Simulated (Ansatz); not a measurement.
The same molecule with X = B, Al, Ga, In. Ansatz, PBE0-D4/def2-TZVP geometries, multiplicity 1. Each molecule was computed in one conformer, which needn't be the lowest.

Elements past krypton have def2 core potentials. Scalar relativity is left out up to krypton.

```
 X             molecule  mean X–Br bond length / Å  mean X–F bond length / Å  mean X–O bond length / Å  LUMO energy (PBE/def2-TZVPP) / eV  HOMO energy (B3LYP/def2-TZVPP) / eV  HOMO–LUMO gap (PBE0/def2-TZVPP) / eV
 B            `OB(F)Br`                      1.930                     1.314                     1.340                              -0.79                                -8.54                                  9.06
Ga  `[OH][Ga]([F])[Br]`                      2.258                     1.734                     1.762                              -2.68                                -8.80                                  7.34
In  `[OH][In]([F])[Br]`                      2.434                     1.929                     1.959                              -3.60                                -8.67                                  6.23
```

(1) Give the row for X = Al, `[OH][Al]([F])[Br]`. (Best estimate.)

Answers

(1) Ansatz gave: 
| X | molecule | mean X–Br bond length / Å | mean X–F bond length / Å | mean X–O bond length / Å | LUMO energy (PBE/def2-TZVPP) / eV | HOMO energy (B3LYP/def2-TZVPP) / eV | HOMO–LUMO gap (PBE0/def2-TZVPP) / eV |
| --- | --- | --- | --- | --- | --- | --- | --- |
| Al | `[OH][Al]([F])[Br]` | 2.233 | 1.635 | 1.676 | -1.97 | -8.66 | 7.84 |

From B to In the mean X–Br bond length rises at each step, by 0.504 Å in all; the mean X–F bond length rises at each step, by 0.615 Å in all; the mean X–O bond length rises at each step, by 0.619 Å in all; the LUMO energy (PBE/def2-TZVPP) falls at each step, by 2.81 eV in all; the HOMO energy (B3LYP/def2-TZVPP) isn't monotonic: highest at B, lowest at Ga; the HOMO–LUMO gap (PBE0/def2-TZVPP) falls at each step, by 2.83 eV in all. Bonds lengthen as the atom grows down the group.

B3LYP here is the variant with VWN-RPA as its local correlation; programs differ in this.

Spin–orbit coupling is left out; it splits and shifts lone-pair levels of the heavy atoms by tenths of an eV.
